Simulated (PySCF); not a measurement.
Start geometry of trans-Hf(PH3)2F4 (`[F][Hf]([F])([F])([F])(<-[PH3])<-[PH3]`) from GFN2-xTB (Å):
```
atom  x, y, z in Å
Hf1   -0.027   -0.168    0.013
P2    -0.167    0.094    2.701
H3     0.679    1.027    3.208
H4     0.657   -0.977    3.185
H5    -1.037    0.143    3.749
P6     0.067   -0.156   -2.716
H7     1.088    0.649   -3.241
H8    -0.921    0.630   -3.197
H9     0.056   -1.029   -3.728
F10    1.666   -0.024    0.676
F11   -1.968    0.011    0.132
F12    0.078    1.666   -0.636
F13   -0.139   -1.918   -0.123
```

What comes out of this run: PBE0-D3(BJ)/def2-SVP geometry optimisation, gas phase, def2 core potentials past Kr (PySCF)?

```
atom  x, y, z in Å
Hf1   -0.0319   -0.1414   -0.0011
P2     0.0388    0.0662    2.8745
H3     0.8052    1.1423    3.3867
H4     0.7151   -0.9953    3.5272
H5    -1.0875    0.1680    3.7290
P6    -0.0900   -0.0081   -2.8705
H7     1.0087    0.6733   -3.4518
H8    -1.1350    0.7633   -3.4359
H9    -0.1398   -1.1298   -3.7343
F10    1.8082   -0.1377    0.6496
F11   -1.9057   -0.1716    0.5019
F12    0.0034    1.7181   -0.5926
F13    0.0411   -1.9994   -0.5605
```

The energy falls by 141.7 kJ/mol over 14 energy and gradient evaluations, the largest force component goes from 0.1448 to 4.5e-04 Eh/bohr, and the atoms move by 0.256 Å rms after alignment. The bond that changes most is Hf1–F13 (ends: hafnium bonded to 4 F and 2 P; fluorine bonded to Hf), which lengthens by 0.183 Å. Bonds longer at the end by more than 0.005 Å: 9 of 12; shorter: 2. Among the angles that change most is Hf1–P2–H5, from 143.2° to 125.9°. Among the dihedrals that turn most is F13–Hf1–P6–H7, from -132° to -118°. Rotational constants go from 1946, 758.7, 747.5 to 1850, 674.9, 672.9 MHz. The orientation of the end geometry is arbitrary; only internal coordinates are fixed.

The run used 154 basis functions and 97 SCF cycles in all. The run took 3.6 min of wall time on an Arm Neoverse V1 with one thread, shared host with 32 logical CPUs at a one-minute load of 12, and the process peaked at 0.62 GiB of memory.

No frequency check.
